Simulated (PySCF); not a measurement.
# Spinor energies of Al⁺ (aluminium, charge +1)

Start: [Ne] 3p2; 3p3/2 filled at m_j = +1/2, +3/2. Calculated with PySCF 2.14 in x2c-TZVPall-2c (5s6p2d1f, 40 functions): generalised Hartree-Fock with the X2C-1e Hamiltonian and a Gaussian nucleus; one run each with spin-orbit coupling (SO) switched off, then screened by Boettger's factors. This is a chosen level, not necessarily the ground level.

```csv
spinor shell,electrons,"ε, spin-free (eV)","ε, screened SO (eV)",weight of nominal j (screened SO),"rms radius, screened SO (bohr)"
1s1/2,2,-1606.9,-1606.9,1.000,0.139
2s1/2,2,-145.44,-145.44,1.000,0.677
2p1/2,2,-99.259,-99.621,0.819,0.670
3p3/2,2,-13.596,-13.593,0.828,3.10
```

Task: Where does 2p3/2 lie, and what is the 2p spin-orbit splitting (screened SO)?

Result: At -99.086 eV, 0.535 eV above 2p1/2.

| quantity | spin-free | screened SO |
| --- | --- | --- |
| E (hartree) | -241.70969 | -241.70956 |
| M_J | 2 | 2 |
| ⟨J²⟩ | 6.000 | 6.000 |
| ⟨L²⟩ | 2.000 | 2.001 |
| ⟨S²⟩ | 2.000 | 2.000 |

Each row is a mean over spinors that exchange with the open shell spreads, by up to 0.850 eV (2p3/2).

Rows whose weight is well below 1 are mixtures of j = l ± 1/2: exchange outweighs spin-orbit coupling there, and the label is only the starting occupation.

Without spin-orbit coupling the j labels of p, d and f shells carry no meaning; the spin-free column gives the mean over the occupied spinors of each nl shell.
